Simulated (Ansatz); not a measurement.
C₄H₂F₄, SMILES `F/C=C/C(F)=C(F)F`. Charge 0, multiplicity 1.

```
atom   x (Å)   y (Å)   z (Å)
  F1  -2.738  -0.047  -1.176
  C2  -1.756  -0.365  -0.336
  C3  -0.548   0.171  -0.461
  C4   0.533  -0.151   0.429
  F5   0.282  -1.028   1.410
  C6   1.763   0.352   0.356
  F7   2.737   0.050   1.173
  F8   2.135   1.219  -0.558
  H9  -2.056  -1.080   0.420
 H10  -0.352   0.879  -1.256
```

(1) Give the diagnostics of a CCSD(T)/def2-TZVPP run (frozen core, the Gaussian-basis code of Ansatz). (An estimate is asked.)

## Answers

(1) The calculation gave: T1 = 0.0128, largest single amplitude 0.024, largest double 0.098, (T) share of the correlation energy 3.7 %, 12 CCSD cycles. The RHF solution is unstable towards an unrestricted one. T1 lies under the customary mark of 0.02 for closed shells.
